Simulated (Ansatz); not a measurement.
`F[SiH](F)O[SiH2]Cl` + `C=C` → `C=C[SiH2]O[SiH](F)F` + HCl  (formal exchange of groups at the Si–Cl bond)

Computed with Ansatz on PBE0-D4/def2-TZVP structures; ΔE is electronic, products minus reactants. CCSD(T)/CBS is the MP2 limit (def2-TZVPP, def2-QZVPP) plus CCSD(T) − MP2 in def2-TZVPP, frozen cores. This one scheme is used for every species. DFT in def2-TZVPP. B3LYP here is the variant with VWN-RPA as its local correlation; programs differ in this. One conformer a species, not always the lowest.

Q: Is it downhill or uphill in electronic energy at CCSD(T)/CBS, and by how much? (An estimate is asked.)

A: Ansatz gave: Uphill: ΔE = +23.3 kcal/mol.

Q: What do these levels give: PBE-D4, B3LYP-D4, PBE, r2SCAN, PBE0, MP2/def2-TZVPP? (Estimate.)

A: The calculation gave: PBE-D4 22.1, B3LYP-D4 22.9, PBE 23.0, r2SCAN 23.8, PBE0 23.6, MP2/def2-TZVPP 23.5 kcal/mol.

Largest T1 diagnostic among the species: 0.012.

The D4 term adds −1.4 kcal/mol with B3LYP and −0.9 kcal/mol with PBE0; it sums over pairs of atoms, weighted by their polarisabilities, and B3LYP, whose exchange is more repulsive, gets the larger term. In def2-TZVPP, CCSD(T) changes the Hartree–Fock value by −3.9 kcal/mol (the triples alone add −0.4 kcal/mol) and MP2 by −3.0 kcal/mol.
